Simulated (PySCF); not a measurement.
## Al (aluminium, neutral): LDA calculation

Configuration: [Ne] 3s2 3d1, 2D determinant (an excited configuration). Computed with PySCF 2.14 in aug-cc-pV(Q+d)Z with one added diffuse shell each of s, p, d, f, g type (8s7p6d4f3g, 114 functions), with the non-relativistic Hamiltonian (point nucleus).

- Total energy: -241.1724 hartree
- One-electron energy: -334.4975 hartree
- Hartree (Coulomb) energy: 110.6640 hartree
- Exchange-correlation energy: -17.3389 hartree
- Kinetic energy: 241.16633 hartree
- ⟨S²⟩: 0.7501
- ⟨L²⟩: 6.010
- Sum of ⟨r⟩: 17.74 bohr
- Sum of ⟨r²⟩: 90.05 bohr²
- Traceless quadrupole moment −½Σ⟨3z² − r²⟩ along its main axis: 21.2 e·bohr²
- Density at the nucleus (Gaussians lack the cusp): 1390 bohr⁻³
- Spin density at the nucleus: -0.0416 bohr⁻³
- Langevin diamagnetic susceptibility: -71.3 ×10⁻⁶ cm³/mol

```csv
shell,electrons,mean orbital energy (eV),spread (eV),"rms radius, mean of both spins (bohr)"
1s β,1,-1505.6,0,0.140
1s α,1,-1505.6,0,0.140
2s α,1,-111.54,0,0.690
2s β,1,-111.54,0,0.690
2p α,3,-74.299,0.014,0.682
2p β,3,-74.298,0.018,0.682
3s α,1,-10.920,0,2.59
3s β,1,-10.809,0,2.59
3d α,1,-0.916,0,8.54
```

The outer electron is Rydberg-like, and this basis confines it to a smaller radius and binds it less than a complete one would.
